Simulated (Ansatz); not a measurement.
Start from `OC(Cl)Br` and change one element to get `[OH][SnH]([Cl])[Br]`.

Ansatz, PBE0-D4/def2-TZVP geometries, multiplicity 1. Each molecule was computed in one conformer, which needn't be the lowest.

Elements past krypton have def2 core potentials. Scalar relativity is left out up to krypton.

```tsv
property	`OC(Cl)Br`
HOMO energy (ωB97M-V/def2-TZVPP) / eV	-10.50
HOMO energy (B3LYP/def2-TZVPP) / eV	-7.98
size of the dipole moment (B3LYP/def2-TZVPP) / D	0.87
zero-point energy (PBE0-D4/def2-TZVP) / kJ/mol	88.2
HOMO–LUMO gap (PBE/def2-TZVPP) / eV	5.00
HOMO–LUMO gap (B3LYP/def2-TZVPP) / eV	6.81
```

(1) Give the same properties after the change, and the shifts. (Estimate.)

Results:

(1) Computed: 
| property | `[OH][SnH]([Cl])[Br]` | shift |
| --- | --- | --- |
| HOMO energy (ωB97M-V/def2-TZVPP) / eV | -11.02 | -0.52 |
| HOMO energy (B3LYP/def2-TZVPP) / eV | -8.51 | -0.53 |
| size of the dipole moment (B3LYP/def2-TZVPP) / D | 0.79 | -0.08 |
| zero-point energy (PBE0-D4/def2-TZVP) / kJ/mol | 58.1 | -30.1 |
| HOMO–LUMO gap (PBE/def2-TZVPP) / eV | 4.55 | -0.45 |
| HOMO–LUMO gap (B3LYP/def2-TZVPP) / eV | 6.23 | -0.58 |

With PBE0 the HOMO falls by 0.54 eV and the LUMO falls by 1.09 eV, so the gap narrows by about 0.55 eV. PBE moves the HOMO by -0.54 eV and ωB97M-V by -0.52 eV. Dipoles are sizes alone; their direction can turn.

B3LYP here is the variant with VWN-RPA as its local correlation; programs differ in this.

Spin–orbit coupling is left out; it splits and shifts lone-pair levels of the heavy atoms by tenths of an eV.
